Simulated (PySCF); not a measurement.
WCl3, SMILES [Cl][W]([Cl])[Cl] (connectivity only; charge and spin as stated), neutral, multiplicity 4. Atoms are numbered in the order given.

```xyz
4

W      0.0000     0.0000     0.0000
Cl     2.2821     0.0000     0.0000
Cl    -1.1410    -1.9763     0.0000
Cl    -1.1410     1.9763     0.0000
```
Charge 0, spin multiplicity 4.

Geometry optimised at B3LYP-D3(BJ)/def2-SVP. The multiplicity is an assumed one; other spin states were not compared. The def2 effective core potentials stand for the cores of W; spin–orbit coupling is left out.

All values below come from PBE/def2-TZVPD (PySCF).

Isolated molecule, no solvent.

The total energy is -1447.33722 hartree. The point group is D3h, the α spin, highest occupied and lowest empty level is -5.35 and -3.98 eV and the β spin, highest occupied and lowest empty level is -8.46 and -3.71 eV. The dipole moment is 0.00 D and the quadrupole, principal values (traceless, Buckingham form, about the centre of nuclear charge) is -1.07, -1.07, 2.14 D·Å. The mean static polarisability comes out as 89.8 bohr³ (13.31 Å³). The polarisability, principal values comes out as 65.9, 101.8, 101.8 bohr³ and the ⟨S²⟩ is 3.764 (pure state 3.75).
